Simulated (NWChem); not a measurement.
Molecule: C5H11O, doublet; SMILES CC(C[CH]C)O

```xyz
17

C     -0.3961    -2.4178     0.2385
C      0.6390    -1.5256    -0.3407
C      0.9105    -0.1694     0.2118
C      0.0090     0.9377    -0.3481
C      0.3738     2.3077     0.2020
O     -1.3203     0.5956    -0.0206
H     -0.3264    -3.4446    -0.1515
H     -1.4142    -2.0394     0.0213
H     -0.3214    -2.4619     1.3394
H      1.0493    -1.7655    -1.3283
H      0.7786    -0.1719     1.3095
H      1.9557     0.1240     0.0116
H      0.1385     0.9506    -1.4513
H     -0.2918     3.0861    -0.2065
H      0.2741     2.3174     1.2986
H      1.4065     2.5858    -0.0587
H     -1.9038     1.2601    -0.4007
```
Atoms are numbered in this order, from 1.

Program: NWChem. Pople sets run with spherical d functions. Spin-unrestricted. Coordinates come from a PBE0/def2-SVP, spin-unrestricted optimisation. Not confirmed as a minimum by frequencies. No stability test was run on the SCF state. Level r2SCAN/6-31G*: energy and gradient on several grids; changes count from the extra-fine grid, which is no exact limit either.

Problem. Which is the coarsest grid (xfine; medium; coarse; xcoarse; fine) from which on the energy stays within 500 μHa and each gradient component within 500 μHa/bohr of xfine?

Solution. medium.
```json
[
 {"grid": "xcoarse", "size of the energy change (μHa)": "8000", "largest change of a gradient component (μHa/bohr)": "3000", "time, medium = 1 (rough)": "about 1"},
 {"grid": "coarse", "size of the energy change (μHa)": "900", "largest change of a gradient component (μHa/bohr)": "200", "time, medium = 1 (rough)": "about 1"},
 {"grid": "medium", "size of the energy change (μHa)": "200", "largest change of a gradient component (μHa/bohr)": "70", "time, medium = 1 (rough)": "about 1"},
 {"grid": "fine", "size of the energy change (μHa)": "30", "largest change of a gradient component (μHa/bohr)": "< 30", "time, medium = 1 (rough)": "about 1"},
 {"grid": "xfine", "size of the energy change (μHa)": "< 10", "largest change of a gradient component (μHa/bohr)": "< 30", "time, medium = 1 (rough)": "4"}
]
```
